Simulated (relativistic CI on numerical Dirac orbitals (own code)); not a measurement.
## What each ingredient does to the levels of Nb33+

Base calculation: Dirac-Coulomb-Breit CI, separate exchange-only KLI orbitals for each configuration, model QED (radiative potential, 1s self-energy scaled to tabulated hydrogen-like ionisation energies), unscaled Slater integrals.

Configuration list (outside the closed core 1s2): 2s²2p⁴, 2s2p⁵, 2p⁶, 2p⁵3s, 2p⁵3p, 2p⁵3d, 2s²2p³3s, 2s²2p³3p, 2s²2p³3d, 2s2p⁴3s, 2s2p⁴3p, 2s2p⁴3d, 2s²2p³4s, 2s²2p³4p, 2s²2p³4d, 2s²2p³4f. Levels of other configurations are missing.

The lowest level and the first level of each name with at least 55 % of one term (blank where a level has no safe partner in the second run):

```tsv
Level	Base (eV)	Shift (eV)
2s²2p⁴ ³P2	0.00	0.00
2s²2p⁴ ³P1	95.79	+0.03
2s²2p⁴ ¹D2	109.82	+0.03
2s2p⁵ ³P°2	279.06	+0.06
2s2p⁵ ³P°1	311.86	+0.06
2s2p⁵ ³P°0	380.47	+0.06
2s2p⁵ ¹P°1	411.07	+0.06
2p⁶ ¹S0	622.32	+0.21
2s²2p³3s ³D°3	2527.81	+1.76
2s²2p³3p ³P0	2529.33	+1.73
2s²2p³3s ¹D°2	2532.08	+1.84
2s²2p³3s ³P°0	2547.91	+1.47
2s²2p³3s ³P°1	2549.79	+1.51
2s²2p³3p ³D1	2595.93	+1.40
```

At this charge energies of transitions that change n are usually good to better than 1 %, and those within a shell (Δn = 0) to a few per cent.

Task: One thing was changed in a second run, which moved the levels as shown. Which?
A. non-relativistic limit
B. QED terms removed
C. configuration mixing switched off
D. one mean potential for all configurations
E. Breit term removed

Result: D. One mean potential for all configurations. One potential for all configurations removes the relaxation of the orbitals, which moves whole configurations and changes the integrals a little.

LS names give the leading component of a level, which can be under half, so a name can repeat, a term be missing and a line seem to break the LS rules.
